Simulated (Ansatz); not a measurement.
`CC(=O)C(C)C` + `O[SiH2]F` → `CC(=O)O[SiH2]F` + `CCC`  (substitution at a C–C bond)

Program: Ansatz. Geometries: PBE0-D4/def2-TZVP. ΔE: electronic, gas phase. CCSD(T)/CBS is the MP2 limit (def2-TZVPP, def2-QZVPP) plus CCSD(T) − MP2 in def2-TZVPP, frozen cores. DFT in def2-TZVPP. B3LYP here is the variant with VWN-RPA as its local correlation; programs differ in this. Each species was taken in one conformer, which may not be the lowest.

```
             level  ΔE (kJ/mol)  difference from CCSD(T)/CBS
         r2SCAN-D4        -39.8                        -14.0
           ωB97X-V        -35.6                         -9.8
            B2PLYP        -36.2                        -10.4
               PBE        -41.1                        -15.3
             B3LYP        -41.1                        -15.3
SCS-MP2/def2-TZVPP        -28.3                         -2.5
CCSD(T)/def2-TZVPP        -29.0                         -3.2
     HF/def2-QZVPP        -44.3                        -18.5
     MP2/CBS(def2)        -22.4                          3.4
    CCSD/CBS(def2)        -26.3                         -0.5
       CCSD(T)/CBS        -25.8                            0
```

Largest T1 diagnostic among the species: 0.014.

The D4 term adds +5.8 kJ/mol with B3LYP and +3.4 kJ/mol with PBE0; it sums over pairs of atoms, weighted by their polarisabilities, and B3LYP, whose exchange is more repulsive, gets the larger term. In def2-TZVPP, CCSD(T) changes the Hartree–Fock value by +15.6 kJ/mol (the triples alone add +0.5 kJ/mol) and MP2 by +19.0 kJ/mol.
